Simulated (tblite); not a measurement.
C₇H₁₂NP.
SMILES with atom numbers: `[N:1]#[C:2][CH2:3][P:4]1[CH2:5][CH2:6][CH2:7][CH2:8][CH2:9]1` (hydrogens: H10, H11 on C3; H12, H13 on C5; H14, H15 on C6; H16, H17 on C7; H18, H19 on C8; H20, H21 on C9)

Computed with GFN2-xTB (tblite), gas phase: L-BFGS steps from a force-field or distance-geometry start until the largest atomic force falls under 0.01 eV/Å.

Step 6: E = -720.4638 eV
```
atom  x, y, z in Å  |  force x, y, z in eV/Å
N1     -3.6007    1.1443    1.9727    0.216  -0.591  -0.566
C2     -3.2251    0.4089    1.1708    0.459   0.197   0.035
C3     -2.6630   -0.4473    0.1458   -0.121   0.403   0.372
P4     -0.8330   -0.4345   -0.3692   -0.012  -0.221  -0.343
C5     -0.2012    1.3237   -0.6432   -0.102   0.174   0.029
C6      1.1786    0.9509   -1.1912   -0.046  -0.004   0.089
C7      1.9909    0.4027   -0.0232    0.353   0.143   0.192
C8      1.7181   -1.0836    0.1711   -0.173  -0.188  -0.262
C9      0.3494   -1.2921    0.8452    0.031   0.368   0.232
H10    -2.8687   -1.5062    0.3585   -0.043   0.204   0.052
H11    -3.1121   -0.1961   -0.8366   -0.073  -0.033   0.441
H12    -0.8429    1.7366   -1.4430    0.117  -0.140   0.260
H13    -0.0884    2.1162    0.1377   -0.384  -0.893  -0.212
H14     1.6861    1.7685   -1.6946   -0.015   0.324   0.128
H15     1.0526    0.1566   -1.9341    0.072   0.091  -0.109
H16     3.0582    0.5954   -0.1697   -0.059  -0.151  -0.038
H17     1.6788    0.9247    0.8894    0.238  -0.002  -0.072
H18     1.7133   -1.5699   -0.8234    0.029   0.090   0.406
H19     2.5040   -1.5547    0.7602    0.013  -0.006   0.118
H20     0.4306   -1.0849    1.9442   -0.434   0.299  -0.898
H21     0.0655   -2.3420    0.7322   -0.067  -0.063   0.145
```

Step 7: E = -720.5328 eV
```
atom  x, y, z in Å  |  force x, y, z in eV/Å
N1     -3.5998    1.1413    1.9715    0.179  -0.511  -0.490
C2     -3.2162    0.4110    1.1701    0.508   0.194   0.064
C3     -2.6499   -0.4424    0.1496   -0.311   0.148   0.205
P4     -0.8341   -0.4461   -0.3922    0.002  -0.137  -0.150
C5     -0.2071    1.3130   -0.6416    0.057   0.119  -0.065
C6      1.1787    0.9534   -1.1895    0.029   0.011   0.066
C7      1.9971    0.4044   -0.0213    0.145   0.004   0.089
C8      1.7157   -1.0861    0.1723   -0.043  -0.002  -0.093
C9      0.3394   -1.2820    0.8391    0.163   0.090   0.050
H10    -2.8721   -1.5044    0.3621    0.030   0.339   0.039
H11    -3.1175   -0.1949   -0.8282   -0.021  -0.030   0.459
H12    -0.8411    1.7341   -1.4363    0.029  -0.102   0.124
H13    -0.0984    2.0998    0.1372   -0.374  -0.823  -0.061
H14     1.6863    1.7781   -1.6910   -0.098   0.217   0.193
H15     1.0539    0.1611   -1.9373    0.113   0.124  -0.072
H16     3.0614    0.5911   -0.1700    0.026  -0.129  -0.061
H17     1.6870    0.9264    0.8899    0.227   0.016  -0.035
H18     1.7142   -1.5707   -0.8166    0.024   0.033   0.261
H19     2.5082   -1.5561    0.7631   -0.150   0.041   0.071
H20     0.4206   -1.0751    1.9302   -0.459   0.390  -0.717
H21     0.0646   -2.3391    0.7384   -0.074   0.010   0.125
```

Step 8: E = -720.6972 eV
```
atom  x, y, z in Å  |  force x, y, z in eV/Å
N1     -3.5962    1.1249    1.9621    0.127  -0.238  -0.251
C2     -3.1699    0.4189    1.1643    0.365   0.336   0.402
C3     -2.6156   -0.4296    0.1613   -0.472  -0.474  -0.309
P4     -0.8380   -0.4793   -0.4568    0.000  -0.013   0.180
C5     -0.2211    1.2770   -0.6421    0.401  -0.240  -0.410
C6      1.1823    0.9629   -1.1839    0.179  -0.003   0.017
C7      2.0149    0.4067   -0.0157   -0.274  -0.212  -0.197
C8      1.7101   -1.0895    0.1794    0.216   0.408   0.260
C9      0.3120   -1.2547    0.8128    0.447  -0.621  -0.549
H10    -2.8814   -1.4874    0.3746    0.187   0.383   0.083
H11    -3.1354   -0.1916   -0.7892    0.032   0.042   0.228
H12    -0.8364    1.7252   -1.4153   -0.235   0.035  -0.330
H13    -0.1403    2.0265    0.1377   -0.271  -0.345   0.605
H14     1.6834    1.8133   -1.6734   -0.277  -0.073   0.342
H15     1.0614    0.1783   -1.9477    0.250   0.214   0.018
H16     3.0747    0.5749   -0.1744    0.170  -0.086  -0.112
H17     1.7177    0.9322    0.8925    0.182   0.067   0.061
H18     1.7167   -1.5733   -0.7918    0.043  -0.142  -0.217
H19     2.5150   -1.5591    0.7741   -0.500   0.136   0.022
H20     0.3764   -1.0309    1.8696   -0.475   0.692   0.146
H21     0.0609   -2.3283    0.7614   -0.097   0.132   0.011
```

Step 9: E = -720.7869 eV
```
atom  x, y, z in Å  |  force x, y, z in eV/Å
N1     -3.5935    1.1147    1.9563    0.136  -0.095  -0.125
C2     -3.1357    0.4251    1.1634    0.227   0.377   0.543
C3     -2.6007   -0.4269    0.1645   -0.351  -0.576  -0.440
P4     -0.8406   -0.5000   -0.4939   -0.031  -0.001   0.261
C5     -0.2243    1.2516   -0.6483    0.375  -0.188  -0.448
C6      1.1868    0.9678   -1.1804    0.200  -0.018   0.003
C7      2.0232    0.4065   -0.0148   -0.308  -0.189  -0.227
C8      1.7091   -1.0870    0.1851    0.254   0.403   0.206
C9      0.3017   -1.2463    0.7904    0.474  -0.700  -0.500
H10    -2.8846   -1.4735    0.3839    0.211   0.212   0.133
H11    -3.1462   -0.1887   -0.7635   -0.012   0.094  -0.011
H12    -0.8370    1.7205   -1.4078   -0.256   0.051  -0.455
H13    -0.1693    1.9778    0.1474   -0.215  -0.235   0.776
H14     1.6779    1.8336   -1.6579   -0.294  -0.150   0.366
H15     1.0698    0.1920   -1.9537    0.324   0.201   0.008
H16     3.0842    0.5636   -0.1785    0.153  -0.076  -0.133
H17     1.7389    0.9366    0.8948    0.156   0.071   0.054
H18     1.7191   -1.5765   -0.7793    0.086  -0.168  -0.364
H19     2.5124   -1.5591    0.7817   -0.560   0.158   0.061
H20     0.3428   -0.9942    1.8352   -0.476   0.766   0.354
H21     0.0571   -2.3206    0.7750   -0.091   0.061  -0.060
```

Task: Estimate the geometry and energy of step 10. (The exact step hangs on the optimiser's Hessian estimate; all steps are aligned on step 9, rigid shifts and turns removed.)

Result: E = -720.9841 eV, largest force 0.948 eV/Å
```
atom  x, y, z in Å  |  force x, y, z in eV/Å
N1     -3.5852    1.0921    1.9439    0.363   0.005  -0.091
C2     -3.0441    0.4438    1.1682   -0.192   0.459   0.807
C3     -2.5684   -0.4277    0.1654   -0.011  -0.378  -0.478
P4     -0.8485   -0.5533   -0.5822   -0.066  -0.006   0.329
C5     -0.2270    1.1887   -0.6719    0.060   0.277  -0.149
C6      1.2014    0.9787   -1.1717    0.088  -0.019   0.008
C7      2.0413    0.4053   -0.0157   -0.157  -0.034  -0.164
C8      1.7102   -1.0761    0.1971    0.153   0.147  -0.098
C9      0.2861   -1.2366    0.7312    0.266  -0.463   0.208
H10    -2.8884   -1.4395    0.4112    0.189  -0.330   0.258
H11    -3.1747   -0.1785   -0.7036   -0.134   0.187  -0.507
H12    -0.8428    1.7090   -1.3989   -0.115   0.009  -0.507
H13    -0.2464    1.8493    0.1884   -0.075  -0.331   0.615
H14     1.6585    1.8816   -1.6113   -0.228  -0.212   0.345
H15     1.0991    0.2299   -1.9696    0.474   0.119  -0.061
H16     3.1086    0.5332   -0.1919    0.020  -0.050  -0.173
H17     1.7954    0.9489    0.9004    0.085   0.041  -0.030
H18     1.7281   -1.5871   -0.7549    0.217  -0.133  -0.521
H19     2.4949   -1.5559    0.8042   -0.506   0.164   0.205
H20     0.2475   -0.8854    1.7545   -0.418   0.652   0.157
H21     0.0456   -2.3035    0.8066   -0.014  -0.105  -0.152
```

The energy changes by -0.1972 eV. The first-order estimate −F·Δx gives -0.2850 eV and the mean of the old and new forces, exact on a quadratic surface, -0.1974 eV. The step makes an angle of 69° with the force vector and moves no atom by more than 0.166 Å.

The cost below is that of the whole relaxation. Hardware: one thread of an Arm Neoverse V2, shared host with 96 logical CPUs at a one-minute load of 38. Cost: 0.68 s wall.
